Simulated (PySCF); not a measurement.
An unknown shows these calculated signals:

¹H NMR (400 MHz, computed): δ 7.46 (m, 2H), 7.27 (m, 2H), 2.47 (s, 3H).

¹³C{¹H} NMR (computed): δ 171.1 (C), 138.4 (C), 135.7 (CH), 121.2 (CH), 23.4 (CH3).

Rapidly exchanging positions averaged, a single conformation, gas phase, no relativistic terms. GFN2-xTB structure; GIAO PBE0/pcSseg-1 shieldings; PySCF 2.14.

Referencing at the same level of theory: TMS for ¹H (31.72 ppm) and ¹³C (186.93 ppm).

Question: Which of these does the molecule contain: a Si–H bond, an NH or NH2 group, an amide, a benzene ring?

Answer: 
- A Si–H bond: no.
- An NH or NH2 group: no.
- An amide: no.
- A benzene ring: yes.

The data belong to 4-methyl-1-fluorobenzene (SMILES Fc1ccc(C)cc1); they needn't prove each group on their own.

Carbon signals by region: 1 in the far downfield region (above 160 ppm), 3 in the sp2 and nitrile region (100–160 ppm), 1 below 50 ppm. Above 160 ppm: 171.1, aromatic carbon bearing fluorine.

Splittings by ¹⁹F in the carbon and heteronuclear signals aren't shown, as no couplings were computed. Shifts are as computed. Against solution values, carbons near 30 ppm lie about +3 ppm off and those near 130 ppm about +5 ppm. Of 1211 compounds with measured shifts, 218 miss one by over three times the rms of a fit or turn the order of signals round; such compounds aren't used in these exercises. Multiplicities follow the n + 1 count of equivalent neighbours, as no J values were calculated; m marks all less simple cases, F and P coupling included.
